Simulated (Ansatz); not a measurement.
A first, cheap relaxation of AlAsH₄S.

```yaml
crystal:
  periodic: [false, false, false]
  atoms:
    - {symbol: Al, position_ang: [-1.270600, 0.421700, -0.700100]}
    - {symbol: As, position_ang: [-0.044800, -0.302800, 1.225400]}
    - {symbol: S, position_ang: [1.489000, -1.268500, -0.105500]}
    - {symbol: H, position_ang: [-2.041100, -0.577200, -1.612200]}
    - {symbol: H, position_ang: [-1.271900, 1.997900, -1.155300]}
    - {symbol: H, position_ang: [0.753700, 1.059500, 1.314500]}
    - {symbol: H, position_ang: [2.446800, -1.398700, 0.987500]}
basis:
  gaussian: {orbitals: def2-SVP}
hamiltonian: {xc: pbe, dispersion: d4}
relax: {f_tol: 0.03, max_steps: 200}
```

```sh
$ ansatz run in.yaml --threads 2 --pin off --events-out ev --progress --plain --max-ram 4352MiB
```

It prints (some lines left out):

```
Functional definition: PBE
  name "PBE"
  cite "Perdew, Burke & Ernzerhof, Phys. Rev. Lett. 77, 3865 (1996) doi:10.1103/PhysRevLett.77.3865"
  parent pbe
  parameter kappa = 0.804
  parameter beta = 0.06672455060314922
  exchange = pbe_x(kappa = kappa, mu = beta*pi^2/3)
  correlation = pbe_c(beta = beta)
mean field -78307.86352645 eV, -2877.7609056209 hartree, gradient 2.6e-5 eV, S^2 0.000000; 0 other end points of the search recorded, 0 dependent functions left out
the calculation of the forces begins
relax step   1: F+E_penalty+E_count = -78308.03623637 eV  Δ(F+E_penalty+E_count) = +0.000e0 eV  max|allowed force component| = 1.626e0 eV/Å  Δτ_max = 0.0000 Å  (25 SCF iters, accepted)
these checks for a lower state are left out or cut short: starts, cluster_reference, orbital_swaps, neighbouring_geometries, increment
mean field -78308.05862014 eV, -2877.7680751815 hartree, gradient 2.2e-5 eV, S^2 0.000000; 0 other end points of the search recorded, 0 dependent functions left out
the calculation of the forces begins
relax step   2: F+E_penalty+E_count = -78308.22966245 eV  Δ(F+E_penalty+E_count) = -1.934e-1 eV  max|allowed force component| = 5.065e-1 eV/Å  Δτ_max = 0.1949 Å  (27 SCF iters, accepted)
these checks for a lower state are left out or cut short: starts, cluster_reference, orbital_swaps, neighbouring_geometries, increment
mean field -78308.09139459 eV, -2877.7692796204 hartree, gradient 7.6e-6 eV, S^2 0.000000; 0 other end points of the search recorded, 0 dependent functions left out
the calculation of the forces begins
relax step   3: F+E_penalty+E_count = -78308.26305538 eV  Δ(F+E_penalty+E_count) = -3.339e-2 eV  max|allowed force component| = 1.546e-1 eV/Å  Δτ_max = 0.0548 Å  (26 SCF iters, accepted)
these checks for a lower state are left out or cut short: starts, cluster_reference, orbital_swaps, neighbouring_geometries, increment
mean field -78308.10315752 eV, -2877.7697119000 hartree, gradient 1.4e-5 eV, S^2 0.000000; 0 other end points of the search recorded, 0 dependent functions left out
the calculation of the forces begins
relax step   4: F+E_penalty+E_count = -78308.27615844 eV  Δ(F+E_penalty+E_count) = -1.310e-2 eV  max|allowed force component| = 8.258e-2 eV/Å  Δτ_max = 0.1118 Å  (26 SCF iters, accepted)
these checks for a lower state are left out or cut short: starts, cluster_reference, orbital_swaps, neighbouring_geometries, increment
mean field -78308.11954175 eV, -2877.7703140096 hartree, gradient 7.6e-6 eV, S^2 0.000000; 0 other end points of the search recorded, 0 dependent functions left out
the calculation of the forces begins
relax step   5: F+E_penalty+E_count = -78308.29559845 eV  Δ(F+E_penalty+E_count) = -1.944e-2 eV  max|allowed force component| = 1.700e-1 eV/Å  Δτ_max = 0.1959 Å  (27 SCF iters, accepted)
these checks for a lower state are left out or cut short: starts, cluster_reference, orbital_swaps, neighbouring_geometries, increment
mean field -78308.13639632 eV, -2877.7709334033 hartree, gradient 7.0e-6 eV, S^2 0.000000; 0 other end points of the search recorded, 0 dependent functions left out
the calculation of the forces begins
relax step   6: F+E_penalty+E_count = -78308.31499034 eV  Δ(F+E_penalty+E_count) = -1.939e-2 eV  max|allowed force component| = 5.592e-1 eV/Å  Δτ_max = 0.1943 Å  (31 SCF iters, accepted)
these checks for a lower state are left out or cut short: starts, cluster_reference, orbital_swaps, neighbouring_geometries, increment
mean field -78308.18119914 eV, -2877.7725798769 hartree, gradient 1.0e-5 eV, S^2 0.000000; 0 other end points of the search recorded, 0 dependent functions left out
the calculation of the forces begins
relax step   7: F+E_penalty+E_count = -78308.36117794 eV  Δ(F+E_penalty+E_count) = -4.619e-2 eV  max|allowed force component| = 5.818e-1 eV/Å  Δτ_max = 0.1528 Å  (27 SCF iters, accepted)
these checks for a lower state are left out or cut short: starts, cluster_reference, orbital_swaps, neighbouring_geometries, increment
mean field -78308.28426513 eV, -2877.7763674822 hartree, gradient 2.0e-5 eV, S^2 0.000000; 0 other end points of the search recorded, 0 dependent functions left out
the calculation of the forces begins
relax step   8: F+E_penalty+E_count = -78308.46635655 eV  Δ(F+E_penalty+E_count) = -1.052e-1 eV  max|allowed force component| = 4.349e-1 eV/Å  Δτ_max = 0.1953 Å  (27 SCF iters, accepted)
these checks for a lower state are left out or cut short: starts, cluster_reference, orbital_swaps, neighbouring_geometries, increment
mean field -78308.38481188 eV, -2877.7800625069 hartree, gradient 1.4e-5 eV, S^2 0.000000; 0 other end points of the search recorded, 0 dependent functions left out
the calculation of the forces begins
relax step   9: F+E_penalty+E_count = -78308.56835927 eV  Δ(F+E_penalty+E_count) = -1.020e-1 eV  max|allowed force component| = 4.658e-1 eV/Å  Δτ_max = 0.1961 Å  (27 SCF iters, accepted)
these checks for a lower state are left out or cut short: starts, cluster_reference, orbital_swaps, neighbouring_geometries, increment
mean field -78308.47482752 eV, -2877.7833705206 hartree, gradient 1.5e-5 eV, S^2 0.000000; 0 other end points of the search recorded, 0 dependent functions left out
the calculation of the forces begins
relax step  10: F+E_penalty+E_count = -78308.65958152 eV  Δ(F+E_penalty+E_count) = -9.122e-2 eV  max|allowed force component| = 4.576e-1 eV/Å  Δτ_max = 0.1950 Å  (27 SCF iters, accepted)
these checks for a lower state are left out or cut short: starts, cluster_reference, orbital_swaps, neighbouring_geometries, increment
mean field -78308.54862541 eV, -2877.7860825431 hartree, gradient 1.2e-5 eV, S^2 0.000000; 0 other end points of the search recorded, 0 dependent functions left out
the calculation of the forces begins
relax step  11: F+E_penalty+E_count = -78308.73423356 eV  Δ(F+E_penalty+E_count) = -7.465e-2 eV  max|allowed force component| = 3.739e-1 eV/Å  Δτ_max = 0.2000 Å  (28 SCF iters, accepted)
these checks for a lower state are left out or cut short: starts, cluster_reference, orbital_swaps, neighbouring_geometries, increment
mean field -78308.57760669 eV, -2877.7871475857 hartree, gradient 1.3e-5 eV, S^2 0.000000; 0 other end points of the search recorded, 0 dependent functions left out
the calculation of the forces begins
relax step  12: F+E_penalty+E_count = -78308.76476423 eV  Δ(F+E_penalty+E_count) = -3.053e-2 eV  max|allowed force component| = 1.829e-1 eV/Å  Δτ_max = 0.1995 Å  (28 SCF iters, accepted)
these checks for a lower state are left out or cut short: starts, cluster_reference, orbital_swaps, neighbouring_geometries, increment
mean field -78308.59915629 eV, -2877.7879395188 hartree, gradient 1.4e-5 eV, S^2 0.000000; 0 other end points of the search recorded, 0 dependent functions left out
the calculation of the forces begins
relax step  13: F+E_penalty+E_count = -78308.78574356 eV  Δ(F+E_penalty+E_count) = -2.098e-2 eV  max|allowed force component| = 4.327e-1 eV/Å  Δτ_max = 0.1932 Å  (27 SCF iters, accepted)
these checks for a lower state are left out or cut short: starts, cluster_reference, orbital_swaps, neighbouring_geometries, increment
mean field -78308.59480407 eV, -2877.7877795774 hartree, gradient 2.5e-5 eV, S^2 0.000000; 0 other end points of the search recorded, 0 dependent functions left out
the calculation of the forces begins
relax step  14: F+E_penalty+E_count = -78308.78104621 eV  Δ(F+E_penalty+E_count) = +4.697e-3 eV  max|allowed force component| = 2.036e-1 eV/Å  Δτ_max = 0.0737 Å  (26 SCF iters, rejected (line search))
these checks for a lower state are left out or cut short: starts, cluster_reference, orbital_swaps, neighbouring_geometries, increment
mean field -78308.60985844 eV, -2877.7883328153 hartree, gradient 9.4e-6 eV, S^2 0.000000; 0 other end points of the search recorded, 0 dependent functions left out
the calculation of the forces begins
relax step  15: F+E_penalty+E_count = -78308.79641584 eV  Δ(F+E_penalty+E_count) = -1.067e-2 eV  max|allowed force component| = 4.684e-2 eV/Å  Δτ_max = 0.0309 Å  (28 SCF iters, accepted)
these checks for a lower state are left out or cut short: starts, cluster_reference, orbital_swaps, neighbouring_geometries, increment
mean field -78308.60919535 eV, -2877.7883084475 hartree, gradient 9.2e-6 eV, S^2 0.000000; 0 other end points of the search recorded, 0 dependent functions left out
the calculation of the forces begins
relax step  16: F+E_penalty+E_count = -78308.79606966 eV  Δ(F+E_penalty+E_count) = +3.462e-4 eV  max|allowed force component| = 4.328e-2 eV/Å  Δτ_max = 0.0378 Å  (27 SCF iters, rejected (line search))
these checks for a lower state are left out or cut short: starts, cluster_reference, orbital_swaps, neighbouring_geometries, increment
mean field -78308.61037732 eV, -2877.7883518841 hartree, gradient 9.1e-6 eV, S^2 0.000000; 0 other end points of the search recorded, 0 dependent functions left out
the calculation of the forces begins
relax step  17: F+E_penalty+E_count = -78308.79704047 eV  Δ(F+E_penalty+E_count) = -6.246e-4 eV  max|allowed force component| = 9.741e-3 eV/Å  Δτ_max = 0.0182 Å  (28 SCF iters, accepted)
mean field -78308.61037732 eV, -2877.7883518841 hartree, gradient 8.7e-6 eV, S^2 0.000000; 1 other end points of the search recorded, 0 dependent functions left out
the calculation of the forces begins
Total energy: -78308.79707609 eV, -2877.7952129374 hartree
Atom 0 at    -0.871001     0.191613    -0.694711 Å, force    -0.004017     0.001534     0.001467 eV/Å
Atom 1 at    -0.356439    -0.310798     1.689352 Å, force     0.009741     0.002627    -0.006464 eV/Å
Atom 2 at     0.991922    -1.299704    -0.056009 Å, force     0.004492     0.001448     0.002193 eV/Å
Atom 3 at    -1.996340    -0.735038    -1.345512 Å, force    -0.000875    -0.000329    -0.001342 eV/Å
Atom 4 at    -0.259824     1.520208    -1.339247 Å, force     0.001597    -0.000221    -0.000636 eV/Å
Atom 5 at     0.594557     0.903113     1.778696 Å, force    -0.004007    -0.001603     0.002905 eV/Å
Atom 6 at     1.958224    -0.337495    -0.078269 Å, force    -0.006931    -0.003456     0.001877 eV/Å
Dipole moment:     0.284731     0.118054     0.149185 e Å
```

Run time 44 s (2 threads of an Arm Neoverse N1 on a shared host); peak host memory 0.13 GiB.
